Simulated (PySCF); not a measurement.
## ethylidifluoroborane: bond dissociation enthalpies at several levels

Structure: `CCB(F)F` (C2H5BF2). Coordinates in Å; atoms count from 1 in this order:
```
C    -1.1556   -0.3644    0.1083
C     0.0574    0.5542    0.1770
B     1.4029   -0.0671   -0.3135
F     2.5347    0.6190   -0.2912
F     1.4811   -1.3029   -0.7775
H    -1.3556   -0.6894   -0.9241
H    -2.0648    0.1299    0.4818
H    -1.0047   -1.2757    0.7068
H    -0.1022    1.4736   -0.4166
H     0.2244    0.9283    1.2037
```

All levels share the PBE0-D3(BJ)/def2-SVP structures and the PBE0-D3(BJ)/def2-SVP thermal terms; only the single-point energies (PySCF) change. Values are bond dissociation enthalpies (298 K, kJ/mol).

At M06-2X/aug-pcseg-1:
| quantity | value |
| --- | --- |
| C1–C2 | 356 |
| C2–H | 376 |
| C1–H | 414 |
| C2–B3 | 445 |
| B3–F4 | 716 |

**Question.** What does M06-2X/def2-TZVP give?

**Answer.** C1–C2: 352 (change -4); C2–H: 380 (change 4); C1–H: 419 (change 5); C2–B3: 435 (change -10); B3–F4: 721 (change 5).
